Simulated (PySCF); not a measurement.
H9NSi3, SMILES [SiH3]N[SiH2][SiH3]. Atoms are numbered in the order given.

```xyz
13

Si     1.5009     1.3417    -0.4875
N      1.3416    -0.2244     0.2514
Si    -0.0906    -1.1325     0.6672
Si    -2.0209    -0.1721    -0.2599
H      2.5118     1.3129    -1.5894
H      1.9191     2.4111     0.4738
H      0.1645     1.7042    -1.0458
H      2.2146    -0.6503     0.5563
H      0.0259    -2.5424     0.1712
H     -0.2885    -1.2280     2.1519
H     -3.1706    -1.0599     0.1027
H     -1.9344    -0.0878    -1.7499
H     -2.2846     1.1917     0.2927
```

The structure is a stationary point at PBE0-D3(BJ)/def2-SVP. Other conformers were not sampled.

The numbers are results of PySCF with PBE/def2-TZVP, not measurements.

Atomic charges (e):

```csv
atom,IAO,Mulliken
Si1,0.71,0.21
N2,-0.91,…
Si3,0.58,0.20
Si4,0.23,…
H5,-0.13,…
H6,-0.14,…
H7,-0.12,…
H8,0.27,…
H9,-0.12,-0.03
H10,-0.13,-0.03
H11,-0.08,-0.02
H12,-0.08,-0.01
H13,-0.08,-0.01
```

**Question.** What belongs in the gaps? (Estimate from the structure and the level; the computed values follow.)

**Answer.** 
- N2, Mulliken: -0.44
- Si4, Mulliken: -0.01
- H5, Mulliken: -0.03
- H6, Mulliken: -0.04
- H7, Mulliken: -0.01
- H8, Mulliken: 0.21

Computed Mayer and Wiberg (Löwdin basis) orders of the bonds:
| bond | Mayer | Wiberg |
|---|---|---|
| Si1–N2 | 1.15 | 1.46 |
| N2–Si3 | 1.15 | 1.43 |
| Si3–Si4 | 0.96 | 1.15 |
| Si1–H5 | 0.93 | 0.96 |
| Si1–H6 | 0.93 | 0.96 |
| Si1–H7 | 0.93 | 0.93 |
| N2–H8 | 0.89 | 0.88 |
| Si3–H9 | 0.91 | 0.92 |
| Si3–H10 | 0.91 | 0.92 |
| Si4–H11 | 0.94 | 0.95 |
| Si4–H12 | 0.93 | 0.96 |
| Si4–H13 | 0.93 | 0.96 |
